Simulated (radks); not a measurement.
The numbers below are computed, except where a source is named.
The nuclear charge of the calcium ion Ca2+ is varied continuously with 18 electrons held in [Ar]. Code: a radial shooting solver on a logarithmic mesh with Libxc functionals. Model: scalar-relativistic Kohn-Sham, PBE, spin-polarised, spherical densities, finite nucleus; Fermi nuclear charge, rms radius 3.4776 fm. By the Hellmann-Feynman theorem dE/dZ = E(electron-nucleus)/Z, the electronic potential at the nucleus (averaged over a nucleus of fixed radius). The scalar-relativistic energy here is not variational (the density holds large components alone), so the two differ by a part that grows with Z.

Z,E (hartree),E(electron-nucleus)/Z (hartree),HOMO,e(HOMO) (eV),<r> HOMO (bohr)
19,-601.92735,-75.1841,3p,-24.884,1.426
19.1,-609.47404,-75.6866,3p,-26.546,1.407
19.2,-617.07105,-76.1890,3p,-28.243,1.389
19.3,-624.71835,-76.6914,3p,-29.975,1.370
19.4,-632.41596,-77.1937,3p,-31.741,1.353
19.5,-640.16386,-77.6960,3p,-33.542,1.336
19.6,-647.96206,-78.1983,3p,-35.378,1.319
19.7,-655.81055,-78.7006,3p,-37.247,1.303
19.8,-663.70934,-79.2028,3p,-39.151,1.288
19.9,-671.65842,-79.7051,3p,-41.088,1.273
20,-679.65780,-80.2073,3p,-43.060,1.258
20.1,-687.70748,-80.7096,3p,-45.065,1.244
20.2,-695.80745,-81.2118,3p,-47.103,1.230
20.3,-703.95773,-81.7141,3p,-49.175,1.216
20.4,-712.15831,-82.2164,3p,-51.280,1.203
20.5,-720.40920,-82.7188,3p,-53.418,1.190
20.6,-728.71040,-83.2211,3p,-55.589,1.177
20.7,-737.06191,-83.7235,3p,-57.793,1.165
20.8,-745.46375,-84.2260,3p,-60.030,1.153
20.9,-753.91591,-84.7285,3p,-62.300,1.141
21,-762.41840,-85.2310,3p,-64.603,1.129

The central difference of E at Z = 20 is -80.245 hartree, to compare with the third column; the second derivative is -5.03 hartree.
